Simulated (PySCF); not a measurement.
C4H5FO, SMILES C(C1(F)CC1)=O.

Geometry optimised at B3LYP-D3(BJ)/def2-SVP. The values are those of a single conformer.

The numbers are results of TDDFT-PBE/def2-SVPD (PySCF 2.14.0), not measurements.

Vertical excitations.  State labels are in the subgroup Cs.

Computed lowest excited states:
```tsv
state	symmetry	energy (eV)	λ (nm)	f	main pairs
S1	A"	4.09	303	0.000	HOMO→LUMO 100 %
S2	A'	5.47	227	0.102	HOMO−1→LUMO 96 %
S3	A"	6.04	205	0.002	HOMO−2→LUMO 99 %
S4	A'	6.55	189	0.002	HOMO→LUMO+1 99 %
S5	A'	6.84	181	0.022	HOMO→LUMO+2 99 %
S6	A"	7.00	177	0.006	HOMO→LUMO+3 100 %
S7	A'	7.08	175	0.019	HOMO−3→LUMO 87 %
S8	A'	7.21	172	0.050	HOMO→LUMO+4 98 %
S9	A'	7.50	165	0.005	HOMO→LUMO+5 100 %
S10	A"	7.54	164	0.023	HOMO−1→LUMO+1 100 %
T1	A"	3.51	353	0	HOMO→LUMO 100 %
T2	A'	4.59	270	0	HOMO−1→LUMO 98 %
T3	A"	5.71	217	0	HOMO−2→LUMO 99 %
T4	A'	6.31	197	0	HOMO−3→LUMO 67 %, HOMO−5→LUMO 29 %
```
Triplets are in the Tamm–Dancoff approximation, which puts them higher than full response would, so one can lie above its singlet here.
